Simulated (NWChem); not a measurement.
System: CH₃FO₂Si; SMILES F[SiH]1OCO1

```xyz
8

F     -0.4798    -1.8070     0.0000
Si     0.4298    -0.4930     0.0000
O     -0.0145     0.6727    -1.1133
C     -0.3551     1.5273     0.0000
O     -0.0145     0.6727     1.1133
H      1.8258    -0.9602     0.0000
H      0.2609     2.4313     0.0000
H     -1.4232     1.7670     0.0000
```
Atoms are numbered in this order, from 1.

Program: NWChem. Pople sets run with spherical d functions. The geometry was optimised at B3LYP/6-31G* (spherical d).

Q: What does the run give for LC-wPBE (HJS exchange hole, range parameter 0.4 per bohr)/6-31G*? Quantities: highest occupied level (eV); orbital gap (eV); dipole (D).

A: 
- highest occupied level (eV) = -11.39
- orbital gap (eV) = 14.23
- dipole (D) = 1.10
